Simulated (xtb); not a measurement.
Ge(F)(Cl)(NH2)2 (ClFGeH₄N₂), SMILES [Ge]([NH2])([NH2])([Cl])[F]. All values are semi-empirical tight-binding results from xtb (GFN2-xTB unless named), good for trends rather than for accurate numbers. Coordinates come from a GFN2-xTB optimisation. Other conformers were not sampled.

Optimised geometry:

```xyz
9

N     -1.6134    -0.9473    -0.3757
Ge    -0.0332    -0.2279     0.0700
N      1.3241    -1.4193    -0.0684
F     -0.1472     0.0607     1.7963
Cl     0.2645     1.6680    -0.8026
H     -1.6012    -1.8666    -0.7878
H     -2.3096    -0.3680    -0.8180
H      1.8571    -1.5310     0.7844
H      1.9677    -1.2764    -0.8340
```
Charge 0, spin multiplicity 1.

A frequency run showed that this geometry is not a minimum.

For metal compounds this method's bond lengths and energies can be far off.

Computed properties:
```
Property      Result
-----------  -------
orbital gap  5.95 eV
```

Computed atomic charges and the Wiberg bond orders between heavy atoms:
charges (e) N1 -0.35, Ge2 0.38, N3 -0.36, F4 -0.29, Cl5 -0.15, H6 0.19, H7 0.19, H8 0.20, H9 0.18. Bond orders N1–Ge2 1.09, Ge2–N3 1.06, Ge2–F4 1.01, Ge2–Cl5 1.07.
